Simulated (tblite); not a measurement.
C5H14N2Si.
Numbering: `[SiH3:1][NH:2][N:3]1[CH2:4][CH2:5][CH2:6][CH2:7][CH2:8]1` (hydrogens: H9, H10, H11 on Si1; H12 on N2; H13, H14 on C4; H15, H16 on C5; H17, H18 on C6; H19, H20 on C7; H21, H22 on C8)

Structure used (GFN2-xTB), in Å, numbered top down from 1:
```
atom  x, y, z in Å
Si1    3.202   -0.085    0.505
N2     1.682   -0.887    0.562
N3     0.536   -0.192    0.133
C4    -0.356   -1.085   -0.587
C5    -1.500   -0.287   -1.202
C6    -2.263    0.458   -0.112
C7    -1.287    1.327    0.674
C8    -0.155    0.468    1.226
H9     4.157   -1.140    0.844
H10    3.319    0.422   -0.857
H11    3.374    1.031    1.452
H12    1.488   -1.589    1.274
H13   -0.762   -1.868    0.081
H14    0.234   -1.573   -1.366
H15   -1.084    0.433   -1.909
H16   -2.164   -0.962   -1.745
H17   -3.049    1.074   -0.553
H18   -2.736   -0.261    0.561
H19   -1.796    1.833    1.496
H20   -0.861    2.082    0.012
H21   -0.562   -0.270    1.947
H22    0.574    1.090    1.752
```

All values are computed: GFN2-xTB (tblite) harmonic vibrations without scaling, gas phase. Against measured fundamentals such values can be off by several per cent, at times by over 20. Modes of hydrogen on silicon can be 10 to 20 % off. One conformer, not necessarily the lowest.

Harmonic wavenumbers (cm⁻¹): 62.8, 86.1, 116.5, 197.7, 222.9, 318.8, 343.0, 397.8, 417.8, 443.4, 535.3, 550.3, 579.5, 614.4, 736.7, 806.8, 824.0, 825.5, 834.0, 891.3, 893.1, 935.4, 964.3, 980.8, 1011.3, 1087.1, 1106.9, 1128.8, 1131.3, 1143.0, 1167.3, 1225.2, 1240.7, 1248.0, 1268.5, 1324.2, 1336.2, 1341.9, 1344.4, 1349.2, 1378.1, 1469.1, 1478.6, 1481.8, 1483.3, 1498.6, 2157.7, 2256.8, 2298.4, 2770.3, 2786.2, 2962.3, 2967.5, 2975.6, 2979.2, 2981.1, 2988.3, 2996.5, 3000.5, 3241.3.

A = 3849, B = 939.7, C = 830.6 MHz; mass 130.093 u (most abundant isotopes); point group C1, symmetry number 1.

**Question.** What is the zero-point energy?

**Answer.** ½Σν̃ = 40592 cm⁻¹ = 485.59 kJ/mol.

**Question.** Entropy at 200 K, 1 bar (ideal gas, RRHO, classical rotation)?

**Answer.** Translation 161.27, rotation 116.61, vibration 63.98: S = 341.9 J/(mol K).

**Question.** And Cp and H(200 K) − H(0)?

**Answer.** Cp = 112.32 J/(mol K), of which vibrations give 79.06 (their classical limit is 60 R = 498.9); H(200 K) − H(0) = 13.97 kJ/mol without the zero-point energy, 7.32 from vibrations.

**Question.** Blend soft modes into free rotors: weight 1/[1 + (100 cm⁻¹/ν̃)⁴] for the oscillator and the rest for a rotor with moment μB/(μ + B), μ = h/(8π²ν), B = 10⁻⁴⁴ kg m². What vibrational entropy results?

**Answer.** 60.70 J/(mol K) in place of 63.98, which changes −T·S at 200 K by +0.66 kJ/mol.

**Question.** Which modes carry the vibrational entropy at 200 K?

**Answer.** 62.8 cm⁻¹: 14.99; 86.1 cm⁻¹: 12.43; 116.5 cm⁻¹: 10.02; 197.7 cm⁻¹: 6.05; 222.9 cm⁻¹: 5.23; 318.8 cm⁻¹: 3.02 J/(mol K); the other 54 give 12.24 together.

**Question.** How do the functions run with temperature in this model?

**Answer.** 
| T (K) | S (J/(mol K)) | Cp (J/(mol K)) | H − H(0) (kJ/mol) | G − H(0) (kJ/mol) | ln q(vib) |
| --- | --- | --- | --- | --- | --- |
| 50 | 240.4 | 49.9 | 1.97 | -10.05 | 0.31 |
| 100 | 281.0 | 69.4 | 4.95 | -23.15 | 1.20 |
| 298.15 | 395.8 | 161.8 | 27.38 | -90.61 | 5.53 |
| 373.15 | 436.3 | 200.4 | 40.98 | -121.82 | 7.35 |
| 500 | 503.3 | 258.3 | 70.19 | -181.43 | 10.56 |
| 750 | 624.7 | 340.2 | 145.78 | -322.76 | 17.05 |
| 1000 | 730.4 | 393.5 | 237.95 | -492.47 | 23.37 |

q(vib) and H(0) count from the zero-point level.

**Question.** What must be added to the electronic energy to get the Gibbs energy at 200 K and 1 bar?

**Answer.** ZPE + [H(200 K) − H(0)] − T·S = 485.59 + 13.97 − 68.37 = 431.19 kJ/mol.

Hindered rotation and anharmonicity are outside this model. Other conformers, if any are populated, would add a mixing term that is left out. The structure is chiral; the term R ln 2 for an equal mix with its mirror image is left out.
